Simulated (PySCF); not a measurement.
Atoms are numbered as in `[CH3:1][O:2][CH2:3][CH:4]1[CH2:5][CH2:6][CH2:7][CH2:8][CH2:9]1`. Hydrogens are named by the atom that carries them. Ha(C5), Ha(C6), Ha(C7), Ha(C8), Ha(C9) are cis to C3 on the ring; Hb(C5), Hb(C6), Hb(C7), Hb(C8), Hb(C9) are trans to C3 on the ring.

One averaged value for each set of equivalent atoms, no solvent, a single conformation, non-relativistic. PBE0/pcSseg-1 with gauge-including orbitals; coordinates at the GFN2-xTB level; PySCF 2.14.

Problem. List the cross peaks expected in HSQC, COSY and HMBC spectra.

Solution. 

HSQC (one-bond C–H):
```tsv
δH	δC
3.51 (H(C1))	61.5 (C1)
3.11 (H(C3))	84.0 (C3)
1.90 (Hb(C5)/Hb(C9))	33.9 (C5/C9)
1.78 (Ha(C6)/Ha(C8))	30.1 (C6/C8)
1.74 (Hb(C7))	31.0 (C7)
1.40 (H(C4))	42.8 (C4)
1.22 (Hb(C6)/Hb(C8))	30.1 (C6/C8)
1.10 (Ha(C7))	31.0 (C7)
0.67 (Ha(C5)/Ha(C9))	33.9 (C5/C9)
```

COSY cross peaks (H two or three bonds apart, from the bond graph; peaks can be absent where the dihedral angle is near 90°):
```tsv
δH	δH
3.11 (H(C3))	1.40 (H(C4))
1.90 (Hb(C5)/Hb(C9))	1.78 (Ha(C6)/Ha(C8))
1.90 (Hb(C5)/Hb(C9))	1.40 (H(C4))
1.90 (Hb(C5)/Hb(C9))	1.22 (Hb(C6)/Hb(C8))
1.90 (Hb(C5)/Hb(C9))	0.67 (Ha(C5)/Ha(C9))
1.78 (Ha(C6)/Ha(C8))	1.74 (Hb(C7))
1.78 (Ha(C6)/Ha(C8))	1.22 (Hb(C6)/Hb(C8))
1.78 (Ha(C6)/Ha(C8))	1.10 (Ha(C7))
1.78 (Ha(C6)/Ha(C8))	0.67 (Ha(C5)/Ha(C9))
1.74 (Hb(C7))	1.22 (Hb(C6)/Hb(C8))
1.74 (Hb(C7))	1.10 (Ha(C7))
1.40 (H(C4))	0.67 (Ha(C5)/Ha(C9))
1.22 (Hb(C6)/Hb(C8))	1.10 (Ha(C7))
1.22 (Hb(C6)/Hb(C8))	0.67 (Ha(C5)/Ha(C9))
```

HMBC (two and three bonds, from the bond graph):
```tsv
δH	δC
3.51 (H(C1))	84.0 (C3)
3.11 (H(C3))	61.5 (C1), 42.8 (C4), 33.9 (C5/C9)
1.90 (Hb(C5)/Hb(C9))	84.0 (C3), 42.8 (C4), 33.9 (C5/C9), 31.0 (C7), 30.1 (C6/C8)
1.78 (Ha(C6)/Ha(C8))	42.8 (C4), 33.9 (C5/C9), 31.0 (C7), 30.1 (C6/C8)
1.74 (Hb(C7))	33.9 (C5/C9), 30.1 (C6/C8)
1.40 (H(C4))	84.0 (C3), 33.9 (C5/C9), 30.1 (C6/C8)
1.22 (Hb(C6)/Hb(C8))	42.8 (C4), 33.9 (C5/C9), 31.0 (C7), 30.1 (C6/C8)
1.10 (Ha(C7))	33.9 (C5/C9), 30.1 (C6/C8)
0.67 (Ha(C5)/Ha(C9))	84.0 (C3), 42.8 (C4), 33.9 (C5/C9), 31.0 (C7), 30.1 (C6/C8)
```

References, each an isolated molecule treated in the same way: TMS for 1H (σ = 31.72 ppm), 13C (σ = 186.93 ppm).

Short H···H contacts in this conformer between protons four or more bonds apart (candidates for NOE cross peaks, intensity ∝ r⁻⁶): H(C1)···H(C3) 2.41 Å, H(C3)···Hb(C9) 2.48 Å, H(C3)···Ha(C5) 2.50 Å, H(C4)···Hb(C6) 2.55 Å, Ha(C5)···Ha(C7) 2.56 Å, Ha(C7)···Ha(C9) 2.57 Å.

Shifts are as computed. Against solution values, carbons near 30 ppm lie about +3 ppm off and those near 130 ppm about +5 ppm. Of 1211 compounds with measured shifts, 218 miss one by over three times the rms of a fit or turn the order of signals round; such compounds aren't used in these exercises.
